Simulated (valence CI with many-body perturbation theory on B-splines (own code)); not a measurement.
**Er XXXVIII: key properties**

Computed by relativistic CI+MBPT: three valence electrons over a frozen Dirac-Fock core [Ar] 3d10, radial functions for each j: 11 s, 11 p, 10 d, 8 f, 5 g, 2 h, with the one-electron correlation potential Σ1, the two-electron term Σ2, the three-electron term Σ3, Breit, model QED; selected CI, second order for the rest, scaled by the run's own slope (own B-spline code, finite nucleus).

No measured spectrum was set against this ion. As an estimate, large intervals hold to a few tenths of a per cent, small ones and those within an open d or f shell to about a per cent.

Levels are named by their leading jj configuration (3d3/2^4 stands for four electrons in 3d with j = 3/2), which in mixed levels can hold well under half, so a name can repeat and another be missing.

Rates and lifetimes use the calculated energies. Strong lines usually hold to 10 to 20 %, long lifetimes can be off by a factor of two.

(1) What is the ground level?

(2) Among levels below 5260.8 × 10³ cm⁻¹, which E1 lines absorb most strongly from the ground level?

(3) Name the longest-lived excited levels whose lifetime is computed, and their main decay.

(4) How well does LS coupling describe the low levels?

(5) What is the ionisation energy?

(6) Where does the other parity begin?

Answers

(1) (4s^2 4p1/2) J=1/2, composition 99 % 4s2.4p 2P°, g = 0.661.

(2) to (4s^2 4d3/2) J=3/2 at 6.175 nm, f = 0.794; to (4s 4p1/2 4p3/2) J=1/2 at 8.073 nm, f = 0.380; to (4s 4p1/2 4p3/2) J=3/2 at 8.223 nm, f = 0.375.

(3) (4s 4p3/2 4d5/2) J=9/2 at 2738.8 × 10³ cm⁻¹ lives 1.03 μs, mostly by M1 to (4s 4p1/2 4d5/2) J=7/2; (4s^2 4p3/2) J=3/2 at 502.82 × 10³ cm⁻¹ lives 857 ns, mostly by M1 to (4s^2 4p1/2) J=1/2.

(4) Among the lowest 20 levels the leading LS term, summed over configurations, holds 65 % on average. For single configurations the figures are 63 % in LS and 90 % in jj coupling. Terms mix most in the J = 3/2 level at 2282.8 × 10³ cm⁻¹, where the leading one holds 30 %.

(5) 1679.6 eV; NIST lists 1678 ± 4 eV (theoretical).

(6) At (4s 4p1/2^2) J=1/2, 659.59 × 10³ cm⁻¹.
